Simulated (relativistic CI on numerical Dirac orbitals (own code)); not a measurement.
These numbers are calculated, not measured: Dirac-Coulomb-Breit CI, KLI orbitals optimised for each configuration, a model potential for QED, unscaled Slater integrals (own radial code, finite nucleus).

The strongest absorption lines from the ground level of an ion, among the configurations computed and to levels below about 11500 eV (vacuum wavelength in Å, gf): 1.3526 (0.33), 1.3771 (1.1), 1.3990 (0.37), 1.4516 (0.038), 9.5414 (0.23).

**Question.** Which ion is it?
A. Ce52+
B. Er62+
C. Pt72+
D. Ta67+

**Answer.** B. Er62+ has 6 electrons and the ground level 2s2 2p2 3P_0; the strongest line goes to 2s2 2p 3d 3D°_1. The pattern of lines fixes the number of electrons, and along that sequence the line energies rise steadily with the charge (about as its square where n changes within one kind of shell, about linearly where n is kept but much faster in heavy ions where fine structure, which grows about as Z⁴, sets the gap, and irregularly where shells cross), which fixes Z. Configurations outside the model, such as inner-shell arrays, can give stronger lines. At this charge energies of transitions that change n are usually good to better than 1 %, and those within a shell (Δn = 0) to a few per cent.

LS names give the leading component of a level, which can be under half, so a name can repeat, a term be missing and a line seem to break the LS rules.
